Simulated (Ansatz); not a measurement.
## A barrier at the coupled-cluster level

Start structure (BSiH₅OF₂, singlet), relaxed at PBE0-D4/def2-TZVP:

```json
{"atom": "B1", "x (Å)": "0.3507", "y (Å)": "-1.4911", "z (Å)": "0.2139"}
{"atom": "H2", "x (Å)": "1.4369", "y (Å)": "-1.9005", "z (Å)": "-0.0935"}
{"atom": "F3", "x (Å)": "-0.7221", "y (Å)": "-2.2051", "z (Å)": "-0.2151"}
{"atom": "F4", "x (Å)": "0.2183", "y (Å)": "-0.9651", "z (Å)": "1.4688"}
{"atom": "H5", "x (Å)": "-0.2344", "y (Å)": "-0.2156", "z (Å)": "-1.5548"}
{"atom": "O6", "x (Å)": "0.1848", "y (Å)": "-0.0339", "z (Å)": "-0.7079"}
{"atom": "Si7", "x (Å)": "-0.2349", "y (Å)": "1.4109", "z (Å)": "0.0951"}
{"atom": "H8", "x (Å)": "0.9122", "y (Å)": "1.7641", "z (Å)": "0.9479"}
{"atom": "H9", "x (Å)": "-1.4927", "y (Å)": "1.2460", "z (Å)": "0.8495"}
{"atom": "H10", "x (Å)": "-0.4188", "y (Å)": "2.3900", "z (Å)": "-1.0037"}
```

The step: SiH₄O ([OH][SiH3]) + BHF₂ ([F][BH][F]) → BSiH₃OF₂ ([F][B]([F])[O][SiH3]) + H₂; bonds formed: H2–H5; dative contacts that become bonds: B1–O6; bonds broken: B1–H2, H5–O6. Ansatz 0.2.0; basis: def2-TZVPP and def2-QZVPP; cores frozen in the correlated methods. Extrapolation: Hartree–Fock as exp(−7.88 √X), correlation as X^−2.97. Energies below are by CCSD(T) at an estimated basis limit (MP2 extrapolated from triple and quadruple zeta, plus CCSD(T) − MP2 in triple zeta).

Problem. What are the electronic barrier and the energy of the step, from the start structure to the end structure? (Judge from chemistry; the value comes from the calculation.)

Solution. Computed: Barrier 119.3 kJ/mol; step energy -87.4 kJ/mol (downhill); reverse barrier, their difference, 206.8 kJ/mol. Barrier and step energy count from the start structure, the reverse barrier from the end structure.

The saddle point: One imaginary mode of 1435i cm⁻¹.
```json
{"pair": "B1–O6", "start (Å)": "1.73", "saddle (Å)": "1.54", "end (Å)": "1.34"}
{"pair": "H2–H5", "start (Å)": "2.79", "saddle (Å)": "1.07", "end (Å)": "0.75"}
{"pair": "B1–H2", "start (Å)": "1.20", "saddle (Å)": "1.37", "end (Å)": "2.93"}
{"pair": "H5–O6", "start (Å)": "0.96", "saddle (Å)": "1.21", "end (Å)": "3.19"}
```

Zero-point energy (harmonic, PBE0-D4): ZPE is 156.6 kJ/mol at the start and 145.3 kJ/mol at the saddle, so the barrier goes from 119.3 to 108.0 kJ/mol.

T1 diagnostic: at most 0.013.

The step is the kind of ligand exchange by which a precursor binds to a hydroxyl group, or is hydrolysed, in atomic layer deposition of oxides.

Labels in which every atom is bracketed show which atoms are joined, not bond orders.

For scale, one of the runs: CCSD(T)/def2-TZVPP, 236 basis functions, launched by `ansatz run in.yaml --threads 4 --pin off --events-out ev --progress --plain --max-ram 9574MiB`. The run took 2.4 min on 4 CPU threads of an Arm Neoverse V1 (shared host), with 4.6 GiB of host memory at its peak.
